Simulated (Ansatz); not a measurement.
Cu₂O⁺ (the lowest doublet isomer of a short search). Charge 1, multiplicity 2. Geometry r2SCAN-D4/def2-TZVP, basis def2-TZVP, Ansatz.

```xyz
3

Cu    0.703   -1.445    0.344
Cu   -0.573    1.341   -0.757
O    -0.129    0.104    0.413
```

| run | HOMO (eV) | LUMO (eV) |
| --- | --- | --- |
| A | -11.67 | -9.62 |
| B | -12.52 | -9.09 |
| C | -14.04 | -7.31 |
| D | -14.95 | -6.74 |
| E | -11.11 | -10.74 |
| F | -16.32 | -4.10 |

The structure comes from a short search, and lower isomers may exist.

HOMO and LUMO are taken over both spins.

Q: The runs used BHLYP, HF, PBE, PBE0, r2SCANh, ωB97X-V. Estimate which is which.

A: A r2SCANh (10 % exact exchange); B PBE0 (25 % exact exchange); C BHLYP (50 % exact exchange); D ωB97X-V (range-separated); E PBE (0 % exact exchange); F HF (100 % exact exchange). Exact exchange lowers occupied and raises empty levels; among semilocal functionals meta-GGAs tend to open the gap a little, and such runs are hard to tell apart. The gap grows from 0.36 eV (PBE) to 12.22 eV (HF).
